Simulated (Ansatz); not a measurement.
ClTl, charge +1, doublet, at the geometry of the source list (a state made from the parent by changing its charge; the spin is typed, not shown lowest) (core potentials on Tl); SC-NEVPT2/def2-SVP, CASSCF(7,5) run with Ansatz (a program for electronic structure).

The Ansatz input:
Ansatz 0.2 input:
```yaml
crystal:
  periodic: [false, false, false]
  atoms:
    - {symbol: Tl, position_ang: [-0.76800000, -0.73060000, -0.74530000]}
    - {symbol: Cl, position_ang: [0.76800000, 0.73060000, 0.74530000]}
basis:
  gaussian:
    orbitals: def2-SVP
total_charge: 1
correlation: {method: sc_nevpt2, electrons: all, active_space: {window: {electrons: 7, orbitals: 5}}}
magnetization: {spin_polarized: false, initial_magnetization: 1}
```

**Question.** Predict the main parts of the log of this Ansatz run.

**Answer.** 
```
Functional definition: HF
511 factors; integrals over basis functions are off by at most 2.4e-4 eV
mean field evaluation 1: about -17155.0196 eV, gradient 3.1e1 eV
mean field evaluation 2: about -17155.0594 eV, gradient 3.1e1 eV
mean field evaluation 4: about -17159.9080 eV, gradient 3.4e0 eV
mean field evaluation 8: about -17160.1582 eV, gradient 1.2e0 eV
mean field evaluation 16: about -17160.2003 eV, gradient 2.2e-5 eV
mean field evaluation 32: about -17160.1506 eV, gradient 3.5e-1 eV
mean field evaluation 64: about -17160.1932 eV, gradient 8.7e-1 eV
mean field evaluation 96: about -17160.1474 eV, gradient 4.4e-5 eV
mean field -17160.20031434 eV, -630.6257299503 hartree, gradient 1.6e-6 eV, S^2 0.750000; 9 other end points of the search recorded, 0 dependent functions left out
reference -17160.20031434 eV, -630.6257299503 hartree; 19, 18 occupied and 25, 26 virtual orbitals, 511 factors
state -17160.63441143 eV, -630.6416827244 hartree
state -17160.63441143 eV, -630.6416827244 hartree; corrected -17165.47509304 eV, -630.8195744922 hartree
Total energy: -17165.47509304 eV, -630.8195744922 hartree
```
